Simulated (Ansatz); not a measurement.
Reaction (ligand exchange at a B–C bond): `B[CH2][AlH][GeH3]` + `C[SiH2]O` → `BO[SiH2]C` + `[CH3][AlH][GeH3]`

Computed with Ansatz on PBE0-D4/def2-TZVP structures; ΔE is electronic, products minus reactants. CCSD(T)/CBS is the MP2 limit (def2-TZVPP, def2-QZVPP) plus CCSD(T) − MP2 in def2-TZVPP, frozen cores. This one scheme is used for every species. DFT in def2-TZVPP. For Ge outer-core shells are correlated without core-valence functions, which leaves a few kJ/mol of doubt a bond. Scalar relativity is left out up to krypton. Each species was taken in one conformer, which may not be the lowest.

Is it downhill or uphill in electronic energy at CCSD(T)/CBS, and by how much? (Estimate.)

Ansatz gave: Downhill: ΔE = -99.6 kJ/mol.

What do these levels give: ωB97M-V, B2PLYP, MP2/def2-TZVPP, SCS-MP2/def2-TZVPP, CCSD/def2-TZVPP, MP2/CBS(def2)? (Estimate.)

Computed: ωB97M-V -100.8, B2PLYP -106.7, MP2/def2-TZVPP -99.4, SCS-MP2/def2-TZVPP -104.4, CCSD/def2-TZVPP -103.6, MP2/CBS(def2) -97.9 kJ/mol.

Largest T1 diagnostic among the species: 0.012.

In def2-TZVPP, CCSD(T) changes the Hartree–Fock value by +19.9 kJ/mol (the triples alone add +2.6 kJ/mol) and MP2 by +21.6 kJ/mol.
